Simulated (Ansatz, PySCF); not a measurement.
Potential energy curve for BeH (cation, charge +1), singlet.

Methods: UHF/aug-cc-pVQZ (Ansatz, a first-principles code); RHF/aug-cc-pVQZ (Ansatz); UKS-CAM-B3LYP = Ansatz with unrestricted CAM-B3LYP/aug-cc-pVQZ; RKS-CAM-B3LYP = restricted CAM-B3LYP/aug-cc-pVQZ in Ansatz; UKS-PBE0 = Ansatz with unrestricted PBE0/aug-cc-pVQZ; RKS-PBE0 = restricted PBE0/aug-cc-pVQZ (Ansatz); UKS-PBE = unrestricted PBE/aug-cc-pVQZ in Ansatz; RKS-PBE = restricted PBE/aug-cc-pVQZ (Ansatz); UKS-B3LYP/6-31G* = unrestricted B3LYP/6-31G*, spherical d (PySCF); RKS-B3LYP/6-31G* = restricted B3LYP/6-31G*, spherical d run with PySCF 2.14.0; UKS-M06-2X/6-31G* = unrestricted M06-2X/6-31G*, spherical d in PySCF 2.14.0; RKS-M06-2X/6-31G* = restricted M06-2X/6-31G*, spherical d (PySCF).

Scanned distances (Å): 1.07, 1.14, 1.21, 1.23, 1.31, 1.33, 1.38, 1.43, 1.44, 1.53, 1.63, 1.76, 1.99, 2.22, 2.38, 2.68, 2.89, 3.27, 3.63, 4.02, 4.65, 5.28.

### Question
Where does the unrestricted solution first break spin symmetry (<S²> of 0.01 or more)?

### Answer
UHF: between 1.63 and 1.76 Å; UKS-CAM-B3LYP: between 1.76 and 1.99 Å; UKS-PBE0: between 1.76 and 1.99 Å; UKS-PBE: between 1.99 and 2.22 Å; UKS-B3LYP/6-31G*: between 1.76 and 1.99 Å; UKS-M06-2X/6-31G*: between 1.76 and 1.99 Å.

| R / Å | <S²> UHF | E(RHF) − E(UHF) / kcal/mol | <S²> UKS-CAM-B3LYP | E(RKS-CAM-B3LYP) − E(UKS-CAM-B3LYP) / kcal/mol | <S²> UKS-PBE0 | E(RKS-PBE0) − E(UKS-PBE0) / kcal/mol | <S²> UKS-PBE | E(RKS-PBE) − E(UKS-PBE) / kcal/mol | <S²> UKS-B3LYP/6-31G* | E(RKS-B3LYP/6-31G*) − E(UKS-B3LYP/6-31G*) / kcal/mol | <S²> UKS-M06-2X/6-31G* | E(RKS-M06-2X/6-31G*) − E(UKS-M06-2X/6-31G*) / kcal/mol |
|---|---|---|---|---|---|---|---|---|---|---|---|---|
| 1.07 | 0.00 | 0.0 | 0.00 | 0.0 | 0.00 | 0.0 | 0.00 | 0.0 | 0.00 | 0.0 | 0.00 | 0.0 |
| 1.14 | 0.00 | 0.0 | 0.00 | 0.0 | 0.00 | 0.0 | 0.00 | 0.0 | 0.00 | 0.0 | 0.00 | 0.0 |
| 1.21 | 0.00 | 0.0 | 0.00 | 0.0 | 0.00 | 0.0 | 0.00 | 0.0 | 0.00 | 0.0 | 0.00 | 0.0 |
| 1.23 | 0.00 | 0.0 | 0.00 | 0.0 | 0.00 | 0.0 | 0.00 | 0.0 | 0.00 | 0.0 | 0.00 | 0.0 |
| 1.31 | 0.00 | 0.0 | 0.00 | 0.0 | 0.00 | 0.0 | 0.00 | 0.0 | 0.00 | 0.0 | 0.00 | 0.0 |
| 1.33 | 0.00 | 0.0 | 0.00 | 0.0 | 0.00 | 0.0 | 0.00 | 0.0 | 0.00 | 0.0 | 0.00 | 0.0 |
| 1.38 | 0.00 | 0.0 | 0.00 | 0.0 | 0.00 | 0.0 | 0.00 | 0.0 | 0.00 | 0.0 | 0.00 | 0.0 |
| 1.43 | 0.00 | 0.0 | 0.00 | 0.0 | 0.00 | 0.0 | 0.00 | 0.0 | 0.00 | 0.0 | 0.00 | 0.0 |
| 1.44 | 0.00 | 0.0 | 0.00 | 0.0 | 0.00 | 0.0 | 0.00 | 0.0 | 0.00 | 0.0 | 0.00 | 0.0 |
| 1.53 | 0.00 | 0.0 | 0.00 | 0.0 | 0.00 | 0.0 | 0.00 | 0.0 | 0.00 | 0.0 | 0.00 | 0.0 |
| 1.63 | 0.00 | 0.0 | 0.00 | 0.0 | 0.00 | 0.0 | 0.00 | 0.0 | 0.00 | 0.0 | 0.00 | 0.0 |
| 1.76 | 0.32 | 1.6 | 0.00 | 0.0 | 0.00 | 0.0 | 0.00 | 0.0 | 0.00 | 0.0 | 0.00 | 0.0 |
| 1.99 | 0.65 | 10.5 | 0.17 | 0.5 | 0.18 | 0.4 | 0.00 | 0.0 | 0.07 | 0.1 | 0.12 | 0.4 |
| 2.22 | 0.80 | 22.1 | 0.49 | 4.4 | 0.52 | 4.1 | 0.36 | 1.5 | 0.39 | 2.4 | 0.43 | 3.8 |
| 2.38 | 0.86 | 30.3 | 0.63 | 8.6 | 0.66 | 8.1 | 0.55 | 4.0 | 0.56 | 5.3 | 0.58 | 8.0 |
| 2.68 | 0.93 | 44.6 | 0.79 | 17.1 | 0.81 | 16.0 | 0.75 | 9.8 | 0.75 | 11.8 | 0.00 | — |
| 2.89 | 0.96 | 53.4 | 0.86 | 22.7 | 0.87 | 21.0 | 0.81 | 13.6 | 0.82 | 16.1 | 0.82 | — |
| 3.27 | 0.98 | 66.6 | 0.92 | 31.2 | 0.92 | 28.1 | 0.86 | 18.9 | 0.88 | 22.4 | 0.87 | — |
| 3.63 | 0.99 | 75.8 | 0.96 | 37.2 | 0.95 | 32.8 | 0.87 | 22.0 | 0.90 | 26.3 | 0.90 | — |
| 4.02 | 1.00 | 83.0 | 0.98 | 41.8 | 0.97 | 36.0 | 0.87 | 24.0 | 0.91 | 28.9 | 0.92 | — |
| 4.65 | 1.00 | 90.2 | 0.99 | 46.3 | 0.99 | 38.5 | 0.86 | 25.3 | 0.91 | 30.9 | 1.00 | — |
| 5.28 | 1.00 | 94.1 | 1.00 | 48.5 | 1.00 | 39.1 | 0.84 | 25.6 | 0.90 | 31.4 | 1.00 | — |

Dashes: no converged value, or the column stops at the first point that the program doubted or that broke a chosen test of continuity, which isn't proof of a fault.
